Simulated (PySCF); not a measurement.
Compound: C5H5O3 (doublet state).
Cartesian coordinates in Å at the PBE0-D3(BJ)/def2-SVP level; atoms count from 1:
```
atom  x, y, z in Å
O1     2.0208   -1.5949   -0.5027
C2     1.7393   -0.4839   -0.0935
O3     2.6634    0.4095    0.2995
C4     0.3861   -0.0176    0.0099
C5    -0.8493   -0.7624   -0.3554
C6    -1.8921    0.2577   -0.0062
C7    -1.2687    1.3448    0.4599
O8     0.0947    1.2154    0.4819
H9     3.5163   -0.0327    0.1795
H10   -0.9489   -1.7112    0.2080
H11   -0.8589   -1.0592   -1.4230
H12   -2.9680    0.1346   -0.1137
H13   -1.6435    2.3009    0.8204
```

The hyperfine couplings belong to this conformer and change with its torsions.

The species is `O=C(O)[C]1CC=CO1` [radical].

Method: PySCF, UKS B3LYP, IGLO-III on C O, pcH-1 on H, non-relativistic, mean-field spin-orbit, GIAO. The structure is a single PBE0-D3(BJ)/def2-SVP conformer in the gas phase; no vibrational or solvent corrections. Stability of the SCF solution: not tested.

Principal values of hyperfine tensors in MHz (contact and dipolar terms together), for some of the nuclei:

| atom | isotope | A1 | A2 | A3 | alike by the symmetry of this geometry |
| --- | --- | --- | --- | --- | --- |
| H11 | 1H | 129.26 | 131.18 | 139.50 | H10 |
| C4 | 13C | -4.92 | -4.10 | 164.38 | none |
| C5 | 13C | -32.39 | -30.20 | -29.80 | none |
| C2 | 13C | -33.79 | -30.03 | -25.48 | none |
| O8 | 17O | -73.55 | 8.89 | 10.69 | none |
| C7 | 13C | -18.02 | -6.66 | -4.22 | none |
| C6 | 13C | -0.06 | 2.60 | 20.29 | none |
| H12 | 1H | -11.33 | -8.59 | -1.48 | none |

(1) Give the isotropic coupling of each nucleus in MHz and in mT (g = 2.0038), and the anisotropic part.

(2) What spin density at the nucleus of C7 lies behind its contact coupling (g_N = 1.40482)?

(3) O1 (17O, g_N = -0.75752) isn't in the table. Its spin density at the nucleus is 0.01897 bohr⁻³. What is its contact coupling?

(4) Which nucleus of the table has the largest anisotropic coupling, and what is its form?

(5) What first-order splitting does C4 cause when the field lies along A1, A2 or A3 of its tensor (g taken as isotropic, no quadrupole term)?

## Answers

(1) a_iso is a third of the trace, T = A − a_iso, and a(mT) = a(MHz)/(g × 13.996).

```json
{"atom": "H11", "a_iso (MHz)": "133.31", "a_iso (mT)": "4.753", "T1": "-4.05", "T2": "-2.13", "T3": "6.18"}
{"atom": "C4", "a_iso (MHz)": "51.79", "a_iso (mT)": "1.846", "T1": "-56.70", "T2": "-55.89", "T3": "112.59"}
{"atom": "C5", "a_iso (MHz)": "-30.80", "a_iso (mT)": "-1.098", "T1": "-1.59", "T2": "0.60", "T3": "0.99"}
{"atom": "C2", "a_iso (MHz)": "-29.77", "a_iso (mT)": "-1.061", "T1": "-4.02", "T2": "-0.27", "T3": "4.28"}
{"atom": "O8", "a_iso (MHz)": "-17.99", "a_iso (mT)": "-0.641", "T1": "-55.56", "T2": "26.88", "T3": "28.68"}
{"atom": "C7", "a_iso (MHz)": "-9.63", "a_iso (mT)": "-0.343", "T1": "-8.39", "T2": "2.97", "T3": "5.41"}
{"atom": "C6", "a_iso (MHz)": "7.61", "a_iso (mT)": "0.271", "T1": "-7.67", "T2": "-5.01", "T3": "12.68"}
{"atom": "H12", "a_iso (MHz)": "-7.13", "a_iso (mT)": "-0.254", "T1": "-4.20", "T2": "-1.46", "T3": "5.65"}
```

(2) a_FC = (2μ0/3) gₑ μB g_N μN ρ(0)/(2S·h) = 800.24 MHz × g_N × ρ(0)/(2S), with ρ in bohr⁻³. With a_FC = -9.63 MHz and 2S = 1, ρ(0) = -0.008568 bohr⁻³.

(3) By the same relation, a_FC = -11.50 MHz. Its full tensor has the principal values -62.88, 14.13, 14.25 MHz.

(4) C4: -56.7, -55.9, 112.6 MHz, axial, in the ratio −1:−1:+2, the form that spin in one p orbital centred on that nucleus gives.

(5) 2 lines (I = 1/2), spaced by |A_i|/(g × 13.996): 0.18, 0.15, 5.86 mT along the axes of A1, A2 and A3.
